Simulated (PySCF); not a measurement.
# Hf²⁺: excitation energy

Hf²⁺ [Xe] 4f14 5d2 (3F) → Hf²⁺ [Xe] 4f14 5d1 6s1 (3D), as a difference of total energies. All numbers are calculated (PySCF 2.14, scalar relativity by spin-free X2C-1e, in x2c-TZVPPall with one added diffuse shell each of s, p, d, f type (12s8p8d4f1g, 113 functions)). Correlated levels: valence: [Xe] 4f14 frozen. The calculations carry no spin-orbit coupling.

```tsv
method	excitation energy (eV)
UHF	0.253
MP2 (valence)	0.232
SCS-MP2 (valence)	0.246
CCSD (valence)	0.223
```

How much does correlation contribute at MP2 (valence)?

0.232 − (0.253) = -0.021 eV, measured against UHF.

A first-order spin-orbit estimate (lowest level to lowest level, LS coupling) adds 0.088 eV.

With two correlated electrons CCSD is exact in that space.

The coupled-cluster amplitudes are large for the upper state (T1 above 0.03 or a double amplitude above 0.15), so a single reference is strained.
